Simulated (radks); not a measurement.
Task: Species: Yb V. Configuration: [Xe] 4f12 (the NIST ground configuration). Method: Dirac Kohn-Sham, PBE, spin-unpolarised, spherical densities, finite nucleus; open shells fill j = l - 1/2 first; Fermi nuclear charge, rms radius 5.3108 fm; computed with a radial shooting solver on a logarithmic mesh with Libxc functionals. Some entries of the table are withheld. Estimate them.

| orbital | occ. | eigenvalue (eV) | <1/r> (bohr^-1) | r(max) (bohr) |
|---|---|---|---|---|
| 1s1/2 | 2 | (1) | 80.61 | 0.01237 |
| 2s1/2 | 2 | -10410.40 | 19.46 | 0.07077 |
| 2p1/2 | 2 | -9933.238 | 19.44 | (2) |
| 2p3/2 | 4 | -8886.356 | 16.69 | (3) |
| 3s1/2 | 2 | -2391.102 | 7.133 | 0.1997 |
| 3p1/2 | 2 | -2180.269 | 7.050 | 0.1875 |
| 3p3/2 | 4 | -1958.111 | 6.344 | 0.2008 |
| 3d3/2 | 4 | -1598.840 | 6.232 | 0.1581 |
| 3d5/2 | 6 | -1550.317 | 6.062 | 0.1618 |
| 4s1/2 | 2 | -515.7919 | 2.991 | 0.4553 |
| 4p1/2 | 2 | -430.3589 | 2.882 | 0.4566 |
| 4p3/2 | 4 | -379.7789 | 2.637 | 0.4848 |
| 4d3/2 | 4 | -239.0688 | 2.419 | 0.4851 |
| 4d5/2 | 6 | -229.8037 | 2.360 | 0.4941 |
| 5s1/2 | 2 | -103.3214 | 1.151 | 1.052 |
| 5p1/2 | 2 | -78.7188 | 1.033 | 1.134 |
| 5p3/2 | 4 | -71.4593 | 0.9525 | 1.213 |
| 4f5/2 | 6 | -57.8257 | 1.857 | 0.4742 |
| 4f7/2 | 6 | -56.3505 | 1.831 | 0.4792 |

Result: 
(1) 1s1/2 eigenvalue (eV): -61204.89
(2) 2p1/2 r(max) (bohr): 0.05297
(3) 2p3/2 r(max) (bohr): 0.05939
